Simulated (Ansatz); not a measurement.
Name a neutral molecule of C, O, Si and H with HOMO energy (ωB97M-V/def2-TZVPP) between -8.85 and -8.55 eV and HOMO energy (B3LYP/def2-TZVPP) between -6.55 and -6.25 eV (Ansatz, PBE0-D4/def2-TZVP geometry).

`CC1(O)[SiH2][SiH2]1` (-8.59 eV, -6.34 eV); `O=C1C[SiH2]1` (-8.62 eV, -6.25 eV); `C=C1[SiH2]C1=O` (-8.64 eV, -6.26 eV); `O=C=C=C[SiH3]` (-8.78 eV, -6.43 eV); `C/C=C(\O)[SiH3]` (-8.77 eV, -6.35 eV); `C=C1OC=C[SiH2]1` (-8.79 eV, -6.43 eV). Other molecules can fit too; these were computed, each in one conformer that needn't be the lowest.

B3LYP here is the variant with VWN-RPA as its local correlation; programs differ in this.
